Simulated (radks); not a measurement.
The numbers below are computed, except where a source is named.
The neodymium ion Nd2+ inside a hard spherical wall (all orbitals vanish at R), configuration held at [Xe] 4f4 and not refilled when levels cross. Code: a radial shooting solver on a logarithmic mesh with Libxc functionals. Model: scalar-relativistic Kohn-Sham, r2SCAN, spin-polarised, spherical densities, finite nucleus; open shells are filled with parallel spins first (spin-orbit coupling, left out, can overturn this in heavy ions); meta-GGA in the generalised Kohn-Sham scheme; Fermi nuclear charge, rms radius 4.9123 fm. Eigenvalues in eV for spin up, with the zero of energy where the potential of the charges vanishes at infinity; a dash marks a level that is unbound or too diffuse for the functional's potential to be trusted. A positive occupied level is held by the wall or, in an anion where self-interaction has pushed it up, behind a barrier. The pressure on the wall is -dE/dV.

R (bohr)	E (hartree)	kinetic (hartree)	e(4d)	e(5s)	e(5p)	e(4f)	e(5d, empty)	e(6s, empty)	pressure (GPa)
free	-9624.0592	10242.593	-132.85	-55.346	-36.231	-15.259	-13.360	-12.590	0
10	-9624.0592	10242.593	-132.85	-55.346	-36.231	-15.259	-13.360	-12.585	< 0.0001
8	-9624.0591	10242.593	-132.85	-55.344	-36.230	-15.257	-13.351	-12.510	0.000990
7	-9624.0591	10242.594	-132.84	-55.339	-36.225	-15.249	-13.318	-12.301	0.00885
5	-9624.0527	10242.660	-132.57	-55.152	-36.047	-14.997	-12.625	-9.338	1.41
4	-9623.9885	10243.206	-131.26	-54.211	-35.054	-13.755	-10.249	-1.510	25.2
2	-9613.5746	10289.153	-89.433	-8.327	20.570	28.798	68.398	191.21	16500
1.5	-9579.6567	10409.629	-30.459	104.92	150.22	95.255	220.10	519.24	145000
